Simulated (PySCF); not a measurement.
**Excitation energy of As²⁺ by level of theory**

As²⁺ [Ar] 3d10 4s2 4p1 (2P) → As²⁺ [Ar] 3d10 4s2 5s1 (2S), as a difference of total energies. Computed with PySCF 2.14 in dyall-av3z, with scalar relativity by spin-free X2C-1e. Correlated levels: valence: [Ar] 3d10 frozen; virtual orbitals above 40 to 60 times the deepest correlated orbital energy dropped. The calculations carry no spin-orbit coupling.

```csv
method,excitation energy (eV)
UHF,12.869
LDA,12.830
PBE,12.699
PBE0,12.851
r2SCAN,13.172
TPSSh,12.904
PW91,12.755
BHandHLYP,12.964
MP2 (valence),12.828
SCS-MP2 (valence),12.857
```

Q: How much does correlation contribute at MP2 (valence)?

A: 12.828 − (12.869) = -0.041 eV, measured against UHF.

A first-order spin-orbit estimate (lowest level to lowest level, LS coupling) adds 0.216 eV.

The promoted electron is Rydberg-like, and one or two diffuse shells describe it only roughly, which tends to raise the upper state.
